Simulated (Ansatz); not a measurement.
`C[N](C)[Sn][Cl]` + silanol → `[SiH3][O][Sn][Cl]` + dimethylamine at 500 K and 1 bar (ligand exchange at the Sn–N bond).

Calculated with Ansatz (gas phase, PBE0-D4/def2-TZVP geometries, no zero-point term in ΔE). CCSD(T)/CBS adds triple-zeta CCSD(T) − MP2 to the extrapolated MP2 energy (def2 sets, frozen cores). def2 core potentials past Kr. For Sn outer-core shells are correlated without core-valence functions, which leaves a few kJ/mol of doubt a bond. One conformer a species, not always the lowest.

| species | CCSD(T)/CBS energy (Eh) | H − E (kJ/mol) | S (J/(mol·K)) |
| --- | --- | --- | --- |
| `C[N](C)[Sn][Cl]` | -808.28811 | 264.0 | 430.7 |
| `O[SiH3]` | -366.69042 | 127.5 | 292.9 |
| `[SiH3][O][Sn][Cl]` | -1039.98803 | 119.8 | 420.2 |
| `CNC` | -135.00321 | 273.8 | 313.8 |

H − E and S are ideal-gas, rigid-rotor, harmonic terms from PBE0-D4/def2-TZVP, for one conformer and one mirror image of each species. 1 Eh = 2625.50 kJ/mol, R = 8.31446 J/(mol·K).

By hand: ΔE, ΔH, ΔS and ΔG.

ΔE = (-1039.98803) + (-135.00321) − (-808.28811) − (-366.69042) = -0.01271 Eh = -33.4 kJ/mol. Δ(H − E) = 119.8 + 273.8 − 264.0 − 127.5 = 2.1, so ΔH = -31.3 kJ/mol. ΔS = 420.2 + 313.8 − 430.7 − 292.9 = 10.4 J/(mol·K). ΔG = -31.3 − 500 × (10.4)/1000 = -36.5 kJ/mol.

By hand: the equilibrium constant, and the temperature at which ΔG would vanish if ΔH and ΔS stayed fixed.

log₁₀ K = −ΔG/(RT ln 10) = 3.8. ΔH and −TΔS have one sign here, so there is no such temperature.

The number of gas molecules stays the same, so ΔS is small and ΔH decides. A doubt of 5 kJ/mol in ΔE shifts log₁₀ K by 0.5 here. Other conformers and mirror images would add mixing entropy, several J/(mol·K) or more a flexible species. These are equilibria of isolated gas molecules and say nothing of rates. Largest T1 diagnostic: 0.017 (customary marks: 0.02 for closed shells, 0.045 for open ones).

ΔS is within the doubt of such terms, so its sign, and with it that verdict, could turn.
